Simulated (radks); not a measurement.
Results of a calculation; reference values are marked as such.
All-electron atom: the beryllium ion Be3+ in 1s1.

Level of theory: non-relativistic Kohn-Sham, PBE, spin-unpolarised, spherical densities, point nucleus; without spin polarisation the odd electron is poorly described (a radial shooting solver on a logarithmic mesh with Libxc functionals).

Energy parts (hartree):
part                     energy
total                  -7.78576
kinetic                 7.76972
electron-nucleus      -15.76656
Hartree                 1.22561
exchange-correlation   -1.01453

Orbitals (lengths in bohr, moments of r in powers of bohr; <r^-3> diverges for s and p1/2; r(max) is where P^2 peaks):
| orbital | occ. | eigenvalue (hartree) | <r> | r(max) | <1/r> | <r^-3> |
|---|---|---|---|---|---|---|
| 1s | 1 | -6.83121 | 0.3835 | 0.2516 | 3.942 | - |

The highest occupied level is 1s at -185.89 eV. The density falls to 0.001 e/bohr^3 at r = 1.27 bohr. For comparison, the ionisation energy in NIST's Atomic Spectra Database is 217.72 eV (theoretical). In exact Kohn-Sham theory the highest level is minus the ionisation energy, but local and semilocal functionals leave it too shallow, through self-interaction and a potential that decays too fast; potentials with the right tail come closer. Virial ratio -V/T = 2.00206. The electron density at the nucleus is 20 e/bohr^3.

Run on one thread of a shared host, so times are rough (Arm Neoverse V2): 0.02 s of CPU time, 0.02 s wall, 13 iterations on 2476 mesh points.
